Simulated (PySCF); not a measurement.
**Ionisation energy of Mo by level of theory**

Mo [Kr] 4d5 5s1 (7S) → Mo⁺ [Kr] 4d5 (6S), as a difference of total energies. All numbers are calculated (PySCF 2.14, scalar relativity by spin-free X2C-1e, in x2c-TZVPall (8s6p6d1f, 63 functions)). Correlated levels: valence: [Kr] frozen. The calculations carry no spin-orbit coupling.

```tsv
method	ionisation energy (eV)	error (eV)
UHF	6.255	-0.837
B3LYP	7.242	+0.150
BP86	7.611	+0.519
MP2 (valence)	6.669	-0.423
SCS-MP2 (valence)	6.393	-0.699
```

Reference: 7.092 eV (measured; NIST Atomic Spectra Database, ionization energies).

Errors of the correlated levels include the incompleteness of this basis and the frozen core.
